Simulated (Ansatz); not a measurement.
Gas-phase electronic energies from Ansatz, PBE0-D4/def2-TZVP geometries. CBS: MP2 limit from def2 TZ/QZ plus the TZ coupled-cluster correction, frozen cores. This one scheme is used for every species. DFT in def2-TZVPP. One conformer a species, not always the lowest.

Consider the ligand exchange at the Si–Cl bond: `C[SiH](Cl)CF` + H–F → `C[SiH](F)CF` + HCl.

```
             level  ΔE (kJ/mol)
               PBE        -31.2
SCS-MP2/def2-QZVPP        -34.7
```

Task: What does CCSD(T)/CBS give? (Estimate.)

Result: Computed: -32.0 kJ/mol. The listed levels differ from it by 0.8, -2.7 kJ/mol.

Largest T1 diagnostic among the species: 0.011.

In def2-TZVPP, CCSD(T) changes the Hartree–Fock value by +12.2 kJ/mol (the triples alone add +2.7 kJ/mol) and MP2 by +18.5 kJ/mol. The D4 term adds +6.6 kJ/mol with B3LYP and +3.6 kJ/mol with PBE0; it sums over pairs of atoms, weighted by their polarisabilities, and B3LYP, whose exchange is more repulsive, gets the larger term.

B3LYP here is the variant with VWN-RPA as its local correlation; programs differ in this.
